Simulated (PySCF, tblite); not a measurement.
Isomers of C3H9NSi. Computed with GFN2-xTB (tblite): harmonic, unscaled wavenumbers at the GFN2-xTB geometry, gas phase. The method is semi-empirical: single wavenumbers can be off by several per cent or more. Modes of hydrogen on silicon can be 10 to 20 % off. One conformer each.

Electronic energies: PBE0/pcSseg-1 single points on the GFN2-xTB geometries (PySCF, gas phase).

| SMILES | electronic energy, lowest = 0 (kcal/mol) |
| --- | --- |
| C=C[SiH2]NC | 9.8 |
| C=CC[SiH2]N | 0.0 |
| CN[SiH]1CC1 | 16.0 |
| CC/C=N\[SiH3] | 10.7 |
| CC(C)=N[SiH3] | 4.2 |

Problem. How do GFN2-xTB zero-point energies change the relative energies?

Solution. 
```csv
SMILES,ZPE (kcal/mol),of it from modes above 1550 cm⁻¹,electronic (kcal/mol),"with ZPE, lowest = 0 (kcal/mol)",lowest mode (cm⁻¹),rings
C=CC[SiH2]N,69.4,40.5,0.0,0.0,44,0
CC(C)=N[SiH3],68.1,38.1,4.2,2.9,72,0
C=C[SiH2]NC,69.5,39.4,9.8,9.9,69,0
CC/C=N\[SiH3],68.7,37.8,10.7,9.9,32,0
CN[SiH]1CC1,72.0,38.5,16.0,18.5,64,1
```

The zero-point energies span 3.9 kcal/mol, from `CC(C)=N[SiH3]` to `CN[SiH]1CC1`. The order is unchanged, ties at the printed digit aside.

Problem. And how do the electronic energies of GFN2-xTB itself compare?

Solution. `C=CC[SiH2]N` 22.4; `CC(C)=N[SiH3]` 0.0; `C=C[SiH2]NC` 26.9; `CC/C=N\[SiH3]` 7.3; `CN[SiH]1CC1` 40.2 kcal/mol, lowest = 0. Against the energies above, taken from the same isomer `C=CC[SiH2]N`, the largest difference is 26.6 kcal/mol.

Problem. What do entropy and thermal enthalpy add at 298.15 K and 1 bar (rigid rotor, harmonic oscillator, one conformer each)?

Solution. 
```
       SMILES  point group  symmetry number  S (cal/(mol K))  H − H(0) (kcal/mol)  ZPE + H − H(0) − TS (kcal/mol)
  C=CC[SiH2]N           C1                1             85.9                 5.50                            49.3
  C=C[SiH2]NC           C1                1             86.2                 5.59                            49.3
CC/C=N\[SiH3]           C1                1             86.1                 5.41                            48.4
  CN[SiH]1CC1           C1                1             82.6                 5.15                            52.5
```

Not tabulated: `CC(C)=N[SiH3]` (point group not settled).
